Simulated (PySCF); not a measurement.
## Bond length, frequency and bond energy of TlC⁺ by level of theory

State: ³Π (triplet), unpaired electrons σ ↑, π ↑. Set-up: Tl aug-cc-pVDZ-PP with ECP60, C aug-cc-pVDZ; scalar-relativistic core potentials (PySCF 2.14). De refers to Tl⁺ + C in their high-spin ground configurations, without counterpoise correction. The functionals are run spin-unrestricted. A positive dipole points towards C; it is taken about the centre of mass and depends on that origin.

| Level | Re (Å) | ωe (cm⁻¹) | De (eV) | μ (D) | CPU s a point (SCF and correlation, without the integrals) |
| --- | --- | --- | --- | --- | --- |
| UHF | 3.397 | 90.1 | n/a | 0.29 | 0.25 |
| UHF-MP2 | 3.133 | 126 | n/a | n/a | 0.43 |
| UHF-SCS-MP2 | 3.184 | 118 | n/a | n/a | n/a |
| UHF-CCSD | 3.158 | 121 | n/a | n/a | n/a |
| UHF-CCSD(T) | 3.131 | 125 | n/a | n/a | 9.7 |
| PBE | 2.976 | 151 | n/a | 1.39 | 0.82 |
| PW91 | 2.963 | 153 | n/a | 1.41 | 0.54 |
| TPSS | 2.987 | 148 | n/a | 1.31 | 1 |
| r²SCAN | 2.973 | 153 | n/a | 1.30 | 1 |
| PBE0 | 3.000 | 147 | n/a | 1.15 | 1.6 |
| MN15 | 2.982 | 158 | n/a | 1.20 | 1.1 |
| LC-ωPBE | 3.058 | 131 | n/a | 0.87 | 1.1 |

The bond length runs from 2.963 Å (PW91) to 3.397 Å (UHF).

Correlated steps freeze 5 core orbitals. These are scalar-relativistic numbers at best; spin–orbit coupling would shift them, the dissociation energy most. The state was picked by a PBE0 search and need not be the measured ground state.

The whole job (state search and all levels along the bond) took about 3.9 min on 1 thread of Oxide Virtual Turin-like (shared host), peak memory 0.77 GiB.
